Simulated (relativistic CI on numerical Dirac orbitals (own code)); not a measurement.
Calculated levels, Xe⁷⁺

Computed by Dirac-Coulomb-Breit CI, KLI orbitals optimised for each configuration, model QED, unscaled Slater integrals (own radial code, finite nucleus).

CI space (outside the closed core [Kr]): 4d10.5s, 4d10.5p, 4d10.5d, 4d10.4f, 4d10.5f, 4d10.5g, 4d10.6s, 4d9.5s.4f, 4d9.5s2, 4d10.6p, 4d10.6d, 4d9.5s.5p, 4d10.7s, 4d10.7p, 4d10.6f, 4d10.7d, 4d10.8s, 4d10.9s, 4d9.5s.5d, 4d9.5s.6s, 4d9.5s.6p. Double excitations out of closed p, d and f shells are left out; levels of such configurations are missing from the list, as are those of other unlisted configurations, and high levels can miss mixing partners.

The lowest level is 4d10.5s 2S_1/2, with 100 % of that term; Hund's rules for 4d10.5s give 2S with J = 1/2, in agreement.

```csv
No.,Configuration,Term,J,E (cm⁻¹),%,Next component (%),Landé g
1,4d10.5s,2S,1/2,0,100,,2.002
2,4d10.5p,2P°,1/2,111056,99,,0.665
3,4d10.5p,2P°,3/2,129145,99,,1.334
4,4d10.4f,2F°,5/2,263201,100,,0.856
5,4d10.4f,2F°,7/2,263541,100,,1.143
6,4d10.5d,2D,3/2,303849,100,,0.799
7,4d10.5d,2D,5/2,306628,100,,1.200
8,4d10.6s,2S,1/2,386474,100,,2.002
9,4d10.6p,2P°,1/2,433317,100,,0.666
10,4d10.6p,2P°,3/2,440449,100,,1.334
11,4d9.5s2,2D,5/2,441731,100,,1.199
12,4d9.5s2,2D,3/2,457823,100,,0.798
13,4d10.5f,2F°,5/2,489334,100,,0.857
14,4d10.5f,2F°,7/2,489723,100,,1.143
15,4d10.6d,2D,3/2,517057,100,,0.799
16,4d10.6d,2D,5/2,518317,100,,1.200
17,4d9.5s.5p,4P°,5/2,527007,81,14 4D°,1.537
18,4d9.5s.5p,4F°,5/2,535050,48,40 2F°,1.012
19,4d9.5s.5p,4F°,7/2,535955,67,17 2F°,1.252
20,4d9.5s.5p,4P°,3/2,537485,55,20 4D°,1.413
21,4d9.5s.5p,4F°,3/2,545002,84,13 4P°,0.592
22,4d9.5s.5p,4F°,9/2,546381,100,,1.333
23,4d9.5s.5p,4P°,1/2,550167,75,17 4D°,2.063
24,4d9.5s.5p,2F°,5/2,552834,54,26 4F°,1.012
25,4d9.5s.5p,2D°,3/2,553390,52,24 2P°,1.128
26,4d10.7s,2S,1/2,553426,100,,2.002
27,4d9.5s.5p,4D°,7/2,556424,76,18 2F°,1.366
28,4d10.5g,2G,9/2,557990,100,,1.111
29,4d10.5g,2G,7/2,558004,100,,0.889
30,4d9.5s.5p,2D°,5/2,558165,46,33 4D°,1.249
```

Energies count from the lowest computed level; ° marks odd parity.

The mean weight of the leading LS term, summed over parents, in these 30 levels is 88 %, and that of the leading jj configuration (from the same eigenvectors) 88 %.

At this charge configurations can still be misplaced by up to about 7 % of their energy. Levels and lines within the n = 5 or 6 shells can be off by up to 10 % or somewhat more, and those that change n by about 2 %, since core polarisation is missing. 24 of the 39 excited levels that our extract of the measured tables holds in this range could be paired (the sources list more); they are missed by 20602 cm⁻¹ on average and 147618 at most, and levels without a partner can miss by more.

LS names give the leading component of a level, which can be under half, so a name can repeat, a term be missing and a line seem to break the LS rules.
